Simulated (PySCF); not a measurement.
**Structure from 2D NMR**

Compound of formula C₇H₁₂BN. Correlations simulated from computed shifts and the bond graph:

HSQC (one-bond C–H):
```
  δH     δC
7.69  154.5
7.34  143.0
7.09  141.7
6.45  119.2
4.03   59.1
1.37   25.9
```

COSY cross peaks (H two or three bonds apart, from the bond graph; peaks can be absent where the dihedral angle is near 90°):
```
  δH    δH
7.69  7.09
7.69  6.45
7.34  6.45
7.09  5.33
4.03  1.37
```

HMBC (two and three bonds, from the bond graph):
```
  δH                         δC
7.69        143.0, 141.7, 119.2
7.34         154.5, 119.2, 59.1
7.09               154.5, 119.2
6.45        154.5, 143.0, 141.7
5.33  154.5, 143.0, 141.7, 59.1
4.03                143.0, 25.9
1.37                 59.1, 25.9
```

One conformer, no relativistic terms, gas phase, fast rotation and ring inversion assumed for equivalent nuclei. Shieldings: GIAO CAM-B3LYP/pcSseg-1; structure optimised with PBE0-D3(BJ)/def2-SVP; PySCF 2.14.

Scale: ¹H (σref 31.33), ¹³C (σref 182.45) against TMS (reference shieldings calculated alike).

Exchangeable hydrogens are left out of these lists.

Assemble the structure.

Results:

SMILES C1=CN(C(C)C)BC=C1.

Structure with atom numbers: `[CH3:1][CH:2]([CH3:3])[N:4]1[BH:5][CH:6]=[CH:7][CH:8]=[CH:9]1` (H(Xn): hydrogen on atom n).

1. δC 154.5 is C7, an alkene CH (δH 7.69).
2. δC 143.0 is C9, an alkene carbon bearing nitrogen (δH 7.34).
3. δC 141.7 is C6, an alkene CH (δH 7.09).
4. δC 119.2 is C8, a β carbon of an enol-ether or enamine type C=C (δH 6.45).
5. δC 59.1 is C2, an sp3 CH bonded to N (δH 4.03).
6. δC 25.9 is C1/C3, a methyl carbon (δH 1.37).
7. COSY links 7.69–7.09, 7.69–6.45, 7.34–6.45, 7.09–5.33, 4.03–1.37.

The data come from this structure; uniqueness wasn't tested.

Hydrogens on boron are broadened and split by ¹¹B (spin 3/2, 80 %) and 10B (spin 3). A carbon bonded to boron is broadened by the quadrupolar boron nucleus and is often missing from a measured spectrum. Shifts are as computed, not scaled to solution data. Of 1309 compounds with measured shifts, 239 miss one by over three times the rms of a fit or turn the order of signals round; such compounds aren't used in these exercises.
